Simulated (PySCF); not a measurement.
H9Si4, doublet, at a GFN2-xTB geometry. Base run: M062X/STO-3G in PySCF.

Input for PySCF:
```python
from pyscf import gto, scf, dft

mol = gto.M(
    atom='''
Si    2.95032355    0.94205225    0.30253823
Si    0.73687788    1.00163186   -0.24257169
Si   -0.62772236   -0.82376747    0.23287208
Si   -2.87356308   -0.99439170   -0.30063536
H     3.34320722    0.87858470    1.71566029
H     3.82532455   -0.03696216   -0.35423969
H     0.17885572    2.20941009    0.39729697
H     0.66741994    1.30123041   -1.68662863
H     0.08146025   -1.98171158   -0.34930184
H    -0.46877155   -1.04603631    1.68446156
H    -3.47616336   -2.26394983    0.11935286
H    -3.66160204    0.06962649    0.32898730
H    -3.09255460   -0.88754126   -1.74643460
''',
    basis='sto-3g',
    spin=1,
    verbose=4,
)

mf = dft.UKS(mol)
mf.xc = 'm062x'
mf.kernel()
mf.analyze()
```

Each row names what was changed in the base input (with any setting that the change needs).

```csv
change,ΔE vs base (mEh),fitting functions,dipole (D)
base,0.000,-,0.40
only_dfj = on; auxbasis = def2-universal-jfit,-4.038,303,0.40
auxbasis = default (with mf = mf.density_fit()),-1.976,674,0.40
auxbasis = autoaux,-8.043,471,0.40
auxbasis = def2-universal-jkfit,-1.976,674,0.40
auxbasis = even-tempered beta=3.0,-28.981,231,0.39
auxbasis = def2-svp-ri,-484.5,374,0.42
auxbasis = cc-pvtz-jkfit,-0.549,754,0.40
auxbasis = cc-pvtz-ri,-6.783,758,0.40
"exchange = seminumerical (SGX) (with mf = sgx.sgx_fit(mf, auxbasis='def2-universal-jfit'); with mf.with_df.dfj = True)",-4.028,303,0.40
```

A fitting set is made for a task (jfit for Coulomb, jkfit for Coulomb and exchange, ri for correlation) and for a family of orbital bases.

Open shells are given as the SCF converged; they aren't shown to be the lowest states, and a large step between rows can be another state.
